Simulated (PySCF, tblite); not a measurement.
Isomers of C6H8F4O. Computed with GFN2-xTB (tblite): harmonic, unscaled wavenumbers at the GFN2-xTB geometry, gas phase. Against measured fundamentals such values can be off by several per cent, at times by over 20. One conformer each.

Electronic energies: PBE0/pcSseg-1 single points on the GFN2-xTB geometries (PySCF, gas phase).

```
                     SMILES  electronic energy, lowest = 0 (kcal/mol)
CC(C)[C@@H](F)C(F)(F)C(=O)F                                      23.5
     CC(C)(CC(F)(F)F)C(=O)F                                       0.0
    FC(F)(F)[C@@]1(F)CCCOC1                                      18.9
```

Task: How do GFN2-xTB zero-point energies change the relative energies?

Result: 
```csv
SMILES,ZPE (kcal/mol),of it from modes above 1550 cm⁻¹,electronic (kcal/mol),"with ZPE, lowest = 0 (kcal/mol)",lowest mode (cm⁻¹),rings
CC(C)(CC(F)(F)F)C(=O)F,85.0,37.4,0.0,0.0,42,0
FC(F)(F)[C@@]1(F)CCCOC1,86.6,33.9,18.9,20.5,57,1
CC(C)[C@@H](F)C(F)(F)C(=O)F,84.9,37.3,23.5,23.4,41,0
```

The zero-point energies span 1.7 kcal/mol, from `CC(C)[C@@H](F)C(F)(F)C(=O)F` to `FC(F)(F)[C@@]1(F)CCCOC1`. The order is unchanged.

Task: And how do the electronic energies of GFN2-xTB itself compare?

Result: `CC(C)(CC(F)(F)F)C(=O)F` 0.0; `FC(F)(F)[C@@]1(F)CCCOC1` 2.5; `CC(C)[C@@H](F)C(F)(F)C(=O)F` 21.4 kcal/mol, lowest = 0. Against the energies above, taken from the same isomer `CC(C)(CC(F)(F)F)C(=O)F`, the largest difference is 16.4 kcal/mol.

Task: What do entropy and thermal enthalpy add at 298.15 K and 1 bar (rigid rotor, harmonic oscillator, one conformer each)?

Result: 
| SMILES | point group | symmetry number | S (cal/(mol K)) | H − H(0) (kcal/mol) | ZPE + H − H(0) − TS (kcal/mol) |
| --- | --- | --- | --- | --- | --- |
| CC(C)(CC(F)(F)F)C(=O)F | C1 | 1 | 106.9 | 7.95 | 61.1 |
| FC(F)(F)[C@@]1(F)CCCOC1 | C1 | 1 | 98.3 | 6.91 | 64.2 |
| CC(C)[C@@H](F)C(F)(F)C(=O)F | C1 | 1 | 108.5 | 8.12 | 60.7 |
